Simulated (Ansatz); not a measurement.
Start from `FC([SiH3])O[SiH3]` and change one atom or group to get `N#COC(F)[SiH3]`.

Ansatz, PBE0-D4/def2-TZVP geometries, multiplicity 1. Each molecule was computed in one conformer, which needn't be the lowest.

```json
{"property": "HOMO–LUMO gap (ωB97M-V/def2-TZVPP) / eV", "`FC([SiH3])O[SiH3]`": "12.30"}
{"property": "LUMO energy (B3LYP/def2-TZVPP) / eV", "`FC([SiH3])O[SiH3]`": "-0.17"}
{"property": "size of the dipole moment (B3LYP/def2-TZVPP) / D", "`FC([SiH3])O[SiH3]`": "1.23"}
{"property": "HOMO energy (ωB97M-V/def2-TZVPP) / eV", "`FC([SiH3])O[SiH3]`": "-10.59"}
{"property": "LUMO energy (PBE0/def2-TZVPP) / eV", "`FC([SiH3])O[SiH3]`": "0.04"}
{"property": "HOMO energy (PBE0/def2-TZVPP) / eV", "`FC([SiH3])O[SiH3]`": "-8.26"}
```

What does the change do to each property? (An estimate is asked.)

The calculation gave: 
```
                                        property  `N#COC(F)[SiH3]`  shift
         HOMO–LUMO gap (ωB97M-V/def2-TZVPP) / eV             12.72   0.42
             LUMO energy (B3LYP/def2-TZVPP) / eV             -0.48  -0.31
size of the dipole moment (B3LYP/def2-TZVPP) / D              4.71   3.48
           HOMO energy (ωB97M-V/def2-TZVPP) / eV            -11.32  -0.73
              LUMO energy (PBE0/def2-TZVPP) / eV             -0.24  -0.28
              HOMO energy (PBE0/def2-TZVPP) / eV             -9.00  -0.74
```

With PBE0 the HOMO falls by 0.74 eV and the LUMO falls by 0.28 eV, so the gap widens by about 0.46 eV. PBE moves the HOMO by -0.76 eV and ωB97M-V by -0.73 eV. Dipoles are sizes alone; their direction can turn.

B3LYP here is the variant with VWN-RPA as its local correlation; programs differ in this.
